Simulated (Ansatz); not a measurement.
Basis-set extrapolation for `C=C([SiH3])CF` (PBE0-D4/def2-TZVP geometry, frozen core, Ansatz 0.2.0). Multiplicity 1, RHF reference.

```tsv
	def2-TZVPP	def2-QZVPP
HF	-506.118936	-506.137607
MP2 correlation	-0.867791	-0.932756
CCSD(T) correlation	-0.950882	not run
```

Energies in hartree. Use E(X) = E(∞) + A·exp(−7.88·√X) for Hartree–Fock and E(X) = E(∞) + B·X^(−2.97) for correlation, with X = 3 and 4, and add CCSD(T) minus MP2 of the smaller set to the MP2 limit.

Task: What is the CCSD(T) energy at the basis-set limit?

Result: HF limit: -506.137607 + (-0.018671) × 0.13774 = -506.14018. MP2 limit: -0.932756 + (-0.064965) × 0.74074 = -0.98088. Higher-order term: -0.950882 − (-0.867791) = -0.08309. Total: -507.20415 hartree, 352.7 kJ/mol below CCSD(T)/def2-TZVPP.
